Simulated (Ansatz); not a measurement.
cyclotrisilazane (H9N3Si3), singlet, at a GFN2-xTB geometry; PBE0/6-31G** run with Ansatz (a first-principles code).

The Ansatz input:
Ansatz 0.2 input:
```yaml
crystal:
  periodic: [false, false, false]
  atoms:
    - {symbol: Si, position_ang: [1.68054828, -0.42496743, -0.52596035]}
    - {symbol: N, position_ang: [0.50290150, -1.52832577, 0.08377091]}
    - {symbol: Si, position_ang: [-1.17562112, -1.31026230, 0.41701362]}
    - {symbol: N, position_ang: [-1.46043566, 0.38486470, 0.56260467]}
    - {symbol: Si, position_ang: [-0.54839632, 1.72369318, -0.03026477]}
    - {symbol: N, position_ang: [1.06095760, 1.17105307, -0.31418280]}
    - {symbol: H, position_ang: [1.94000099, -0.68910961, -1.95384163]}
    - {symbol: H, position_ang: [2.91193934, -0.56300900, 0.26448031]}
    - {symbol: H, position_ang: [0.81666462, -2.48200359, 0.13740011]}
    - {symbol: H, position_ang: [-1.99276343, -1.88246088, -0.66962470]}
    - {symbol: H, position_ang: [-1.49030681, -1.94902435, 1.70231783]}
    - {symbol: H, position_ang: [-2.36797339, 0.62547217, 0.92202770]}
    - {symbol: H, position_ang: [-0.51609892, 2.76332656, 1.00760337]}
    - {symbol: H, position_ang: [-1.13988836, 2.24298984, -1.27781588]}
    - {symbol: H, position_ang: [1.72303017, 1.90218647, -0.50893551]}
basis:
  gaussian:
    orbitals: 6-31G__.json
    final_grid: {core_spheres: 4, valence_spheres: 8, degree: 17}
hamiltonian:
  xc: pbe0
```
The basis file holds 6-31G** in the JSON format of the Basis Set Exchange.

The log (banner, timings and long lists left out):

```
Functional definition: PBE0
1704 factors; their error is unknown
mean field evaluation 1: about -28223.2682 eV, gradient 8.4e1 eV
mean field evaluation 2: about -28206.9259 eV, gradient 1.2e2 eV
mean field evaluation 4: about -28236.8266 eV, gradient 1.6e0 eV
mean field evaluation 8: about -28236.8403 eV, gradient 6.7e-2 eV
mean field evaluation 16: about -28236.9002 eV, gradient 5.0e-5 eV
mean field -28236.90015717 eV, -1037.6869411176 hartree, gradient 5.0e-5 eV, S^2 0.000000; 0 other end points of the search recorded, 0 dependent functions left out
reference -28236.90019310 eV, -1037.6869424379 hartree; 36, 36 occupied and 111, 111 virtual orbitals, 1704 factors
Total energy: -28236.90019310 eV, -1037.6869424379 hartree
```
